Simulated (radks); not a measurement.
Values are calculated unless marked as measured or tabulated.
Task: Coulomb parameter of the 3d shell of the vanadium ion V+ in the model configuration [Ar] 3d2.5 4p1.5, as a second difference U = [E(n + 0.5) + E(n - 0.5) - 2 E(n)] / (0.5)^2 with all orbitals relaxed. "Bare": the charge of the atom changes with n. "Screened": the 4p shell takes up the change at fixed total charge, which measures U(3d,3d) + U(4p,4p) - 2 U(3d,4p). Code: a radial shooting solver on a logarithmic mesh with Libxc functionals. Model: Dirac Kohn-Sham, LDA (Slater exchange, Perdew-Wang correlation), spin-unpolarised, spherical densities, finite nucleus; open shells are shared between the two j in proportion to 2j + 1; Fermi nuclear charge, rms radius 3.6002 fm. Estimate both.

Result: U(bare) = 13.077 eV, U(screened by 4p) = 4.329 eV.
